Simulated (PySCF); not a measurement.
Molfile (atoms numbered from 1):
```
C8H12ClN
     RDKit          3D

 22 22  0  0  0  0  0  0  0  0999 V2000
   -2.3862   -0.6620   -0.7631 C   0  0  0  0  0  0  0  0  0  0  0  0
   -1.5712   -0.0127    0.2335 N   0  0  0  0  0  0  0  0  0  0  0  0
   -2.0596    1.3101    0.5658 C   0  0  0  0  0  0  0  0  0  0  0  0
   -0.1893   -0.1660    0.1300 C   0  0  0  0  0  0  0  0  0  0  0  0
    0.4616   -0.6525   -0.9402 C   0  0  0  0  0  0  0  0  0  0  0  0
    1.9444   -0.8822   -0.9165 C   0  0  0  0  0  0  0  0  0  0  0  0
    2.6319    0.1820   -0.0647 C   0  0  0  0  0  0  0  0  0  0  0  0
    1.9362    0.2793    1.2605 C   0  0  0  0  0  0  0  0  0  0  0  0
    0.6160    0.1259    1.3233 C   0  0  0  0  0  0  0  0  0  0  0  0
   -0.1902    0.1477    2.8586 Cl  0  0  0  0  0  0  0  0  0  0  0  0
   -2.0659   -1.6961   -0.8750 H   0  0  0  0  0  0  0  0  0  0  0  0
   -2.3480   -0.1655   -1.7433 H   0  0  0  0  0  0  0  0  0  0  0  0
   -3.4199   -0.6522   -0.4165 H   0  0  0  0  0  0  0  0  0  0  0  0
   -2.1551    1.9414   -0.3295 H   0  0  0  0  0  0  0  0  0  0  0  0
   -3.0417    1.2215    1.0328 H   0  0  0  0  0  0  0  0  0  0  0  0
   -1.3862    1.8025    1.2607 H   0  0  0  0  0  0  0  0  0  0  0  0
   -0.0648   -0.9357   -1.8364 H   0  0  0  0  0  0  0  0  0  0  0  0
    2.3401   -0.8627   -1.9328 H   0  0  0  0  0  0  0  0  0  0  0  0
    2.1529   -1.8757   -0.4997 H   0  0  0  0  0  0  0  0  0  0  0  0
    2.5790    1.1525   -0.5717 H   0  0  0  0  0  0  0  0  0  0  0  0
    3.6848   -0.0617    0.0796 H   0  0  0  0  0  0  0  0  0  0  0  0
    2.5209    0.4815    2.1437 H   0  0  0  0  0  0  0  0  0  0  0  0
  1  2  1  0
  2  3  1  0
  2  4  1  0
  4  5  2  0
  5  6  1  0
  6  7  1  0
  7  8  1  0
  8  9  2  0
  9 10  1  0
  9  4  1  0
  1 11  1  0
  1 12  1  0
  1 13  1  0
  3 14  1  0
  3 15  1  0
  3 16  1  0
  5 17  1  0
  6 18  1  0
  6 19  1  0
  7 20  1  0
  7 21  1  0
  8 22  1  0
M  END
```

In vacuum, non-relativistic, a single conformation, one averaged value for each set of equivalent atoms. PBE0/pcSseg-1 with gauge-including orbitals; geometry from GFN2-xTB; PySCF.

Scale: TMS for 13C (σref 186.93) (reference shieldings calculated alike).

**Question.** Do the 13C shifts follow the atomic charges (in e)? Tabulate both.

**Answer.** 
```tsv
atoms	hybridisation	δ (ppm)	σ para (ppm)	Hirshfeld	IAO	Mulliken	ESP-fitted
C4	sp2	152.6	-219	+0.03	+0.07	+0.31	+0.40
C9	sp2	141.4	-209	+0.01	-0.04	-0.25	-0.27
C8	sp2	133.8	-200	-0.05	-0.16	-0.04	+0.04
C5	sp2	109.9	-179	-0.08	-0.22	-0.22	-0.32
C1/C3	sp3	43.3	-103	-0.07	-0.30	-0.08	-0.40
C7	sp3	28.0	-90	-0.07	-0.26	-0.15	-0.16
C6	sp3	25.8	-86	-0.07	-0.26	-0.13	-0.09
```

Correlation coefficients of δ with charge over these carbons: Hirshfeld +0.73, IAO +0.83, Mulliken +0.36, ESP-fitted +0.45; with the paramagnetic shielding -1.00. Among the 4 sp2 carbons alone: Hirshfeld +0.92, IAO +0.93, Mulliken +0.67, ESP-fitted +0.73. With so few points, grouped by hybridisation, these coefficients are fragile. Charge is one influence among several: hybridisation and low-lying excitations act through the paramagnetic term.

Carbons that carry Cl, above all several Cl atoms, come out too deshielded, partly because spin–orbit coupling is missing. Shifts are as computed. Against solution values, carbons near 30 ppm lie about +3 ppm off and those near 130 ppm about +5 ppm; carbons on Cl a further +6 ppm. Of 1211 compounds with measured shifts, 218 miss one by over three times the rms of a fit or turn the order of signals round; such compounds aren't used in these exercises.
